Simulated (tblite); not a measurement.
Isomers of C4H12N2Si. Method: GFN2-xTB as coded in tblite; computed harmonic values from a numerical Hessian at the method's own geometry, unscaled. Errors from tens to a few hundred cm⁻¹ against measured bands are possible. Modes of hydrogen on silicon can be 10 to 20 % off. One conformer each.

Electronic energies: GFN2-xTB at the same geometries; isomer energies are rough at this level and their order can be wrong.

```csv
SMILES,"electronic energy, lowest = 0 (kcal/mol)"
CN1CC[Si@@]1(C)N,0.0
C[Si](N)(N)C1CC1,11.0
C/C=N\N([SiH3])CC,8.1
C=CN(C)N(C)[SiH3],18.1
```

Q: How do GFN2-xTB zero-point energies change the relative energies?

A: 
| SMILES | ZPE (kcal/mol) | of it from modes above 1550 cm⁻¹ | electronic (kcal/mol) | with ZPE, lowest = 0 (kcal/mol) | lowest mode (cm⁻¹) | rings |
| --- | --- | --- | --- | --- | --- | --- |
| CN1CC[Si@@]1(C)N | 100.4 | 52.6 | 0.0 | 0.0 | 67 | 1 |
| C/C=N\N([SiH3])CC | 96.3 | 50.9 | 8.1 | 4.0 | 47 | 0 |
| C[Si](N)(N)C1CC1 | 100.1 | 55.0 | 11.0 | 10.7 | 20i | 1 |
| C=CN(C)N(C)[SiH3] | 95.2 | 50.9 | 18.1 | 13.0 | 62 | 0 |

The zero-point energies span 5.2 kcal/mol, from `C=CN(C)N(C)[SiH3]` to `CN1CC[Si@@]1(C)N`. Slightly imaginary modes are left out of the zero-point energy: `C[Si](N)(N)C1CC1` 19.6i cm⁻¹. The order is unchanged.

Q: What do entropy and thermal enthalpy add at 298.15 K and 1 bar (rigid rotor, harmonic oscillator, one conformer each)?

A: 
```
           SMILES  point group  symmetry number  S (cal/(mol K))  H − H(0) (kcal/mol)  ZPE + H − H(0) − TS (kcal/mol)
 CN1CC[Si@@]1(C)N           C1                1             98.9                 7.20                            78.1
C/C=N\N([SiH3])CC           C1                1             97.4                 6.90                            74.2
C=CN(C)N(C)[SiH3]           C1                1             98.0                 7.14                            73.1
```

Not tabulated: `C[Si](N)(N)C1CC1` (lowest mode only 20i cm⁻¹).
